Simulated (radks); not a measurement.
Ionisation of neutral ytterbium, [Xe] 4f14 6s2, to [Xe] 4f14 6s1 as the strength of local exchange is varied. Calculated with a radial shooting solver on a logarithmic mesh with Libxc functionals: Dirac Kohn-Sham, Slater X-alpha exchange (alpha = 2/3 is LDA exchange), no correlation, spin-unpolarised, spherical densities, point nucleus.

alpha,E(Yb) (hartree),exchange (hartree),IE (eV),-e of the level emptied (eV),<r> of it (bohr)
0.617,-14039.4134,-257.4652,5.641,3.037 (6s1/2),4.031
0.667,-14060.2955,-278.8036,5.876,3.245 (6s1/2),3.979
0.691,-14070.3315,-289.0704,5.992,3.350 (6s1/2),3.954
0.802,-14116.8537,-336.7593,6.553,3.862 (6s1/2),3.839
0.88,-14149.6485,-370.4722,6.967,4.245 (6s1/2),3.761

NIST Atomic Spectra Database: 6.254 eV (measured). The Delta-SCF value meets it near alpha = 0.74. Spin polarisation and multiplet splitting are left out, so open shells lie too high by an amount that depends on their filling.

Beside tabulated values, note that spin-unpolarised runs miss the spin-polarisation part of the exchange energy of open shells.
